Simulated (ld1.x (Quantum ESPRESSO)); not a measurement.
# Which setting gave this result? (Zr (Z = 40), RRKJ)

Base potential:

Zr (Z = 40), norm-conserving RRKJ (Kleinman–Bylander form), made with ld1.x (Quantum ESPRESSO) 7.5 (LDA (PZ), scalar-relativistic). Core [Kr], reference 4d2 5s1 5p0 (charge +1). Waves: 5s (bound): rc 3.05 bohr; 4d (bound): rc 1.70 bohr; 5p (bound, empty): rc 3.90 bohr. Local part: the p channel. Core correction: none. rho0 = 0.02.

Cutoffs, loose and tight: the cutoffs (Ry, on a coarse ladder) from which the occupation-weighted sum of valence levels, in a spherical-Bessel basis at the reference potential, stays within 10 and 1 mRy of its value at 400 Ry. They do not see the model core or the augmentation charge, which bear on the density cutoff. Test errors are all-electron minus pseudo excitation energies from the reference, over the configurations 4d2 5s2 5p0; 4d2 5s0 5p0; 4d1 5s0 5p0; 4d2.5 5s1.5 5p0; 4d3 5s0 5p0; 4d2 5s1 5p1; 4d2 5s1.5 5p0 (two spin-polarised tests are not counted in the largest error); variants that change the core or the reference have their own tests.

Only the d radius is moved:

```json
{"d radius (bohr)": "1.08", "cutoff, loose": "110 Ry", "cutoff, tight": "140 Ry", "bound ghosts": "none", "largest test error (meV)": "+122", "median size of the test errors": "7.9 meV"}
{"d radius (bohr)": "1.26", "cutoff, loose": "40 Ry", "cutoff, tight": "60 Ry", "bound ghosts": "none", "largest test error (meV)": "+126", "median size of the test errors": "14.2 meV"}
{"d radius (bohr)": "1.6", "cutoff, loose": "30 Ry", "cutoff, tight": "55 Ry", "bound ghosts": "none", "largest test error (meV)": "+131", "median size of the test errors": "18.5 meV"}
{"d radius (bohr)": "1.72", "cutoff, loose": "30 Ry", "cutoff, tight": "35 Ry", "bound ghosts": "none", "largest test error (meV)": "+132", "median size of the test errors": "19.1 meV"}
{"d radius (bohr)": "1.88", "cutoff, loose": "30 Ry", "cutoff, tight": "35 Ry", "bound ghosts": "none", "largest test error (meV)": "+134", "median size of the test errors": "19.8 meV"}
{"d radius (bohr)": "2.04", "cutoff, loose": "25 Ry", "cutoff, tight": "35 Ry", "bound ghosts": "none", "largest test error (meV)": "+137", "median size of the test errors": "19.9 meV"}
{"d radius (bohr)": "2.22", "cutoff, loose": "25 Ry", "cutoff, tight": "30 Ry", "bound ghosts": "none", "largest test error (meV)": "+143", "median size of the test errors": "20.0 meV"}
{"d radius (bohr)": "2.36", "cutoff, loose": "21 Ry", "cutoff, tight": "30 Ry", "bound ghosts": "none", "largest test error (meV)": "+152", "median size of the test errors": "20.2 meV"}
{"d radius (bohr)": "2.52", "cutoff, loose": "21 Ry", "cutoff, tight": "25 Ry", "bound ghosts": "none", "largest test error (meV)": "+168", "median size of the test errors": "20.3 meV"}
```

Problem. One more run gave cutoff, loose: 30 Ry; cutoff, tight: 70 Ry; bound ghosts: none; largest test error (meV): +129; median size of the test errors: 17.3 meV. Which value of the d radius was used?

Solution. 1.42 bohr. The median size of the test errors moves one way along this sweep, from 7.9 meV at 1.08 to 20.3 meV at 2.52 bohr, which places the run between 1.26 and 1.6 bohr.
